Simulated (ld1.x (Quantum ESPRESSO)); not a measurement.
# Varying the TM potential for carbon (C)

Base potential:

ld1.x (Quantum ESPRESSO) 7.5 input, shortened:

```
&input
   title='C', zed=6., rel=1, dft='PBE', iswitch=3,
   config='[He] 2s2 2p2'
 /
 &inputp
   pseudotype=2, tm=.true., lloc=1,
   nlcc=.false.
 /
2
2S  1  0   2.00   0.00  1.05  1.05  0.0
2P  2  1   2.00   0.00  2.70  2.70  0.0
 &test
   configts(1)='2s2 2p2'
 /
```

Cutoffs, loose and tight: the cutoffs (Ry, on a coarse ladder) from which the occupation-weighted sum of valence levels, in a spherical-Bessel basis at the reference potential, stays within 10 and 1 mRy of its value at 400 Ry. They do not see the model core or the augmentation charge, which bear on the density cutoff. Test errors are all-electron minus pseudo excitation energies from the reference, over the configurations 2s2 2p1; 2s2 2p0; 2s1 2p0; 2s1 2p2; 2s2 2p2.3; 2s1 2p3; 2s2 2p1.5. A dash means not determined; rows that change the core or the reference have their own tests.

| change | outcome | cutoff, loose | cutoff, tight | bound ghosts | largest test error (meV) |
| --- | --- | --- | --- | --- | --- |
| base | generated | 35 Ry | 90 Ry | none | +1484 |
| wave 2p (bound): rc 2.70 bohr becomes 2p (bound): rc 2.72 bohr | generated | 35 Ry | 90 Ry | none | +1611 |
| local potential the s channel | generated | 35 Ry | 90 Ry | none | +1506 |
| functional PBEsol | generated | 35 Ry | 90 Ry | none | +1416 |
| type ultrasoft; waves now 2s (bound): rcut 0.90, rcutus 1.05 bohr; 2s channel at 0.5 Ry: rcut 0.90, rcutus 1.05 bohr; 2p (bound): rcut 2.35, rcutus 2.70 bohr; 2p channel at 1.2 Ry: rcut 2.35, rcutus 2.70 bohr; local potential all-electron potential smoothed inside 1.20 bohr (lloc = -1); augmentation PSQ, radius 0.80 bohr | generated | 25 Ry | 35 Ry | none | +286 |
| non-relativistic | generated | 35 Ry | 90 Ry | none | +1484 |
| wave 2s (bound): rc 1.05 bohr becomes 2s (bound): rc 1.08 bohr | generated | 35 Ry | 90 Ry | none | +1484 |
| reference 2s2 2p0 | generated | 40 Ry | 100 Ry | none | +1232 |
| all radii scaled by about 1.31 (s 1.38, p 3.54 bohr) | generated | 30 Ry | 70 Ry | none | +3474 |
